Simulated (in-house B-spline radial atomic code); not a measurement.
A fraction x of an electron is removed from 6s in the thulium ion Tm⁺, starting from [Xe] 4f13 6s1 and keeping the highest spin. All numbers are computed (scalar-relativistic (X2C) RPBE, spin-polarised, spherical fractional occupations; Fermi nucleus of rms radius 5.2256 fm) with a B-spline radial code for spherical atoms, not measured.

```
   x  E(x) - E(0) (eV)  6s up level (eV)
   0            0.0000            -9.407
0.01            0.0943            -9.460
0.14            1.3687           -10.146
0.33            3.3925           -11.161
0.42            4.4189           -11.650
 0.5            5.3686           -12.093
 0.6            6.6063           -12.666
0.72            8.1698           -13.404
0.76            8.7112           -13.668
0.89           10.5476           -14.597
   1           12.1908                 -
```

The exact functional would give a straight line between the two integer points. Deviations E(x) - E(0) - x[E(1) - E(0)], in eV: -0.028 at x = 0.01, -0.338 at x = 0.14, -0.63 at x = 0.33, -0.701 at x = 0.42, -0.727 at x = 0.5, -0.708 at x = 0.6, -0.608 at x = 0.72, -0.554 at x = 0.76, -0.302 at x = 0.89.

The curve lies below the straight line by up to 0.727 eV (at x = 0.5): convex, the delocalisation error that favours fractional charges.

Task: How well does Slater's transition state (minus the level at half occupation) give the ionisation energy?

Result: It gives 12.093 eV against 12.191 eV from the two total energies; NIST lists 12.06 eV, ground level to ground level.
